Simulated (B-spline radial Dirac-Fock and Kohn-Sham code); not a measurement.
**Dipole and non-dipole photoemission parameters of Tb 3p3/2**

System: the Tb atom, [Xe] 4f9 6s2; threshold 1611.0 eV (tabulated edge). The computed values come from a radial atomic solver: Dirac-Hartree-Slater photoionisation with a Latter tail; cross sections with all multipoles, angular parameters from the dipole term and its interference with E2.

For linearly polarised light dσ/dΩ = σ/(4π) [1 + β P₂(cos θ) + (δ + γ cos²θ) sin θ cos φ], with θ from the polarisation vector and φ the angle between the beam and the projection of the electron momentum on the plane normal to the polarisation.

| hν (eV) | σ (kb) | β | γ | δ |
| --- | --- | --- | --- | --- |
| 1680 | 175 | 0.446 | -0.044 | 0.201 |
| 1950 | 142 | 1.146 | 0.345 | 0.075 |
| 2000 | 136 | 1.201 | 0.330 | 0.063 |
| 2260 | 112 | 1.386 | 0.202 | 0.028 |
| 2420 | 100 | 1.454 | 0.128 | 0.018 |
| 2900 | 72.5 | 1.568 | -0.008 | 0.009 |
| 3740 | 44.3 | 1.645 | -0.033 | 0.008 |
| 3780 | ? | ? | ? | ? |
| 8047.8 | 7.86 | 1.628 | 0.672 | 0.026 |
| 9251.7 | 5.55 | 1.603 | 0.873 | 0.032 |
| 11000 | 3.55 | 1.564 | 1.138 | 0.042 |
| 15000 | 1.54 | 1.474 | 1.629 | 0.066 |

Question: Give the values at 3780 eV.

Answer: σ = 43.3 kb, β = 1.647, γ = -0.030, δ = 0.008.
